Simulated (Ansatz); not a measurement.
`CS[SiH3]` + `[SiH3][NH][AlH][Cl]` → `[SiH3][N]([SiH3])[AlH][Cl]` + CH₃SH at 298.15 K and 1 bar (ligand exchange at the Si–S bond).

Calculated with Ansatz (gas phase, PBE0-D4/def2-TZVP geometries, no zero-point term in ΔE). CBS: MP2 limit from def2 TZ/QZ plus the TZ coupled-cluster correction, frozen cores. This one scheme is used for every species. One conformer a species, not always the lowest.

```tsv
species	CCSD(T)/CBS energy (Eh)	H − E (kJ/mol)	S (J/(mol·K))
`CS[SiH3]`	-728.52947	184.9	312.0
`[SiH3][NH][AlH][Cl]`	-1048.70845	151.8	352.3
`[SiH3][N]([SiH3])[AlH][Cl]`	-1339.00991	199.3	403.0
CH₃SH	-438.22835	133.0	253.2
```

H − E and S are ideal-gas, rigid-rotor, harmonic terms from PBE0-D4/def2-TZVP, for one conformer and one mirror image of each species. 1 Eh = 2625.50 kJ/mol, R = 8.31446 J/(mol·K).

Task: By hand: ΔE, ΔH, ΔS and ΔG.

Result: ΔE = (-1339.00991) + (-438.22835) − (-728.52947) − (-1048.70845) = -0.00034 Eh = -0.9 kJ/mol. Δ(H − E) = 199.3 + 133.0 − 184.9 − 151.8 = -4.4, so ΔH = -5.3 kJ/mol. ΔS = 403.0 + 253.2 − 312.0 − 352.3 = -8.1 J/(mol·K). ΔG = -5.3 − 298.15 × (-8.1)/1000 = -2.9 kJ/mol.

Task: By hand: the equilibrium constant, and the temperature at which ΔG would vanish if ΔH and ΔS stayed fixed.

Result: log₁₀ K = −ΔG/(RT ln 10) = 0.5. ΔG = 0 at ΔH/ΔS = 654 K, though so small a ΔH makes that figure unsure.

TΔS isn't small against ΔH here. The sign of ΔG lies within the doubt. A doubt of 5 kJ/mol in ΔE shifts log₁₀ K by 0.9 here. Other conformers and mirror images would add mixing entropy, several J/(mol·K) or more a flexible species. Modes under 60 cm⁻¹, often nearly free rotors, make the harmonic entropy too high. These are equilibria of isolated gas molecules and say nothing of rates. Largest T1 diagnostic: 0.011 (customary marks: 0.02 for closed shells, 0.045 for open ones).
